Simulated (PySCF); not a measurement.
# Correlation energy of N⁺ (nitrogen, charge +1)

[He] 2s2 2p2, high-spin 3P determinant. All numbers are calculated (PySCF 2.14, the non-relativistic Hamiltonian (point nucleus), in cc-pVDZ (3s2p1d, 14 functions)). Frozen: 1s2; 4 electrons correlated.

MP2 pair energies summed by pair of shells (mhartree):

```tsv
pair	energy	share (%)
2s-2p	-31.54	58.5
2s-2s	-17.19	31.9
2p-2p	-5.17	9.6
```

Total MP2 correlation energy: -53.90 mhartree.

Same-spin part -8.64 and opposite-spin part -45.27 mhartree; SCS-MP2 scales them by 1/3 and 6/5 to -57.20 mhartree.

| level | correlation energy (mhartree) |
| --- | --- |
| CCSD | -75.76 |
| (T) | -0.75 |
| CCSD(T) | -76.51 |

Diagnostics: T1 = 0.0055, D1 = 0.0104, largest double amplitude 0.124.

Q: Is a single reference adequate?

A: Mostly. T1 lies below 0.03, but a double amplitude of this size points to a near-degeneracy that CCSD handles and MP2 describes poorly.
